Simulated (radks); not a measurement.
Results of a calculation; reference values are marked as such.
Removal energies from the iodine ion I6+, [Kr] 4d10 5s1, by Delta-SCF beside the eigenvalue of the level emptied. Code: a radial shooting solver on a logarithmic mesh with Libxc functionals. Model: Dirac Kohn-Sham, BLYP, spin-unpolarised, spherical densities, finite nucleus; Fermi nuclear charge, rms radius of each element as measured or else 0.836 A^(1/3) + 0.57 fm. Sub-shells are occupied by j as written (lower j first in brackets).

\begin{tabular}{lrrr}
removed from & final configuration & Delta-SCF (eV) & -eigenvalue (eV) \\ \hline
5s1/2 & [Kr] 4d10 & 88.553 & 81.938 \\
4d5/2 & [Kr] 4d(3/2: 4, 5/2: 5) 5s1 & 134.09 & 122.86 \\
4d3/2 & [Kr] 4d(3/2: 3, 5/2: 6) 5s1 & 135.96 & 124.63 \\
4p3/2 & [Ar] 3d10 4s2 4p(1/2: 2, 3/2: 3) 4d10 5s1 & 210.27 & 198.02 \\
\end{tabular}
